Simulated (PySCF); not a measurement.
Molecule: SMILES N#CC1CCCCC1, C$_{7}$H$_{11}$N.

Numbering as in the mapped SMILES `[N:1]#[C:2][CH:3]1[CH2:4][CH2:5][CH2:6][CH2:7][CH2:8]1`; H(Xn) means a hydrogen on atom n. Ha(C4), Ha(C5), Ha(C6), Ha(C7), Ha(C8) are cis to C2 on the ring; Hb(C4), Hb(C5), Hb(C6), Hb(C7), Hb(C8) are trans to C2 on the ring.

Geometry PBE0-D3(BJ)/def2-SVP throughout; GIAO in PySCF, gas phase, one conformer, non-relativistic; equivalent atoms averaged; basis pcSseg-1.

Question: How do the shifts δ (against NH3, TMS at the same level) depend on the functional? (a selection of nuclei; ppm; last column core-seconds on shared hosts with different chips, so compare them loosely; the GGAs took longer than the global hybrids here, which isn't the general rule, and the cause wasn't traced)

Answer: 
```
functional                    kind     N1     C2  C4/C8    C6  C5/C7  H(C3)  Ha(C4)/Ha(C8)  Hb(C5)/Hb(C7)  Hb(C6)  core-s
        HF            Hartree–Fock  313.2  133.0   27.7  24.6   20.7   2.13           1.61           1.34    0.94      13
      BLYP                     GGA  302.7  121.9   35.2  31.7   27.4   2.57           1.84           1.51    1.17      44
      BP86                     GGA  298.7  122.8   33.7  30.0   26.0   2.59           1.85           1.51    1.15      54
       KT2                     GGA  283.8  114.7   33.8  30.2   26.2   2.67           1.87           1.53    1.19      42
     B3LYP           global hybrid  306.6  125.7   33.3  29.7   25.5   2.46           1.78           1.46    1.11      33
      PBE0           global hybrid  305.3  127.2   31.6  28.0   24.0   2.45           1.77           1.45    1.08      28
  mPW1PW91           global hybrid  304.6  127.0   31.5  27.9   24.1   2.43           1.76           1.44    1.08      35
 BHandHLYP           global hybrid  311.4  129.7   31.0  27.6   23.5   2.32           1.70           1.41    1.04      22
   LC-wPBE  range-separated hybrid  304.9  132.1   28.8  25.0   21.4   2.23           1.66           1.37    0.99      40
```

Question: Which nucleus among those listed moves most, in ppm?

Answer: N1 (nitrile nitrogen): from 283.8 ppm with KT2 to 313.2 ppm with HF. The smallest spread is 0.19 ppm, at Hb(C5)/Hb(C7). Proton shifts span only some 12 ppm, so a few tenths of a ppm matter as much there as several ppm in carbon.
